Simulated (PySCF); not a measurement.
Compound: C7H15F.
Atom-mapped SMILES: `[CH3:1][CH:2]([CH3:3])[CH:4]([F:5])[CH:6]([CH3:7])[CH3:8]` (hydrogens: H9, H10, H11 on C1; H12 on C2; H13, H14, H15 on C3; H16 on C4; H17 on C6; H18, H19, H20 on C7; H21, H22, H23 on C8)

Torsions of this conformer, `[CH3:1][CH:2]([CH3:3])[CH:4]([F:5])[CH:6]([CH3:7])[CH3:8]`: C1–C2–C4–F5 -56°, C2–C4–C6–C7 57°.

The closed-shell ground state was solved at several levels (PySCF, density fitting, gas phase, non-relativistic). The structure is a single PBE0-D3(BJ)/def2-SVP conformer in the gas phase; no vibrational or solvent corrections.

```json
{"level": "KT2/pcSseg-1", "basis functions": "211", "HOMO (eV)": "-7.28", "LUMO (eV)": "0.37", "gap (eV)": "7.65", "dipole (D)": "1.57"}
{"level": "B3LYP/def2-SVPD", "basis functions": "283", "HOMO (eV)": "-8.49", "LUMO (eV)": "0.35", "gap (eV)": "8.84", "dipole (D)": "1.74"}
```

What might PBE0/pcSseg-1 (211 basis functions) give for the same quantities?

HOMO -8.65 eV, LUMO 1.32 eV, gap 9.97 eV, dipole 1.68 D.

Over all these levels, which gives the widest orbital gap and which the narrowest?

PBE0/pcSseg-1 (global hybrid, 25 % exact exchange) has the widest, 9.97 eV, and KT2/pcSseg-1 (GGA) the narrowest, 7.65 eV. The two share the basis. From the narrowest to the widest the HOMO moves by -1.37 eV and the LUMO by +0.95 eV.

How far do the dipole and the HOMO energy spread over the levels?

The dipole runs from 1.57 to 1.74 D (mean 1.66 D) and the HOMO from -8.65 to -7.28 eV.
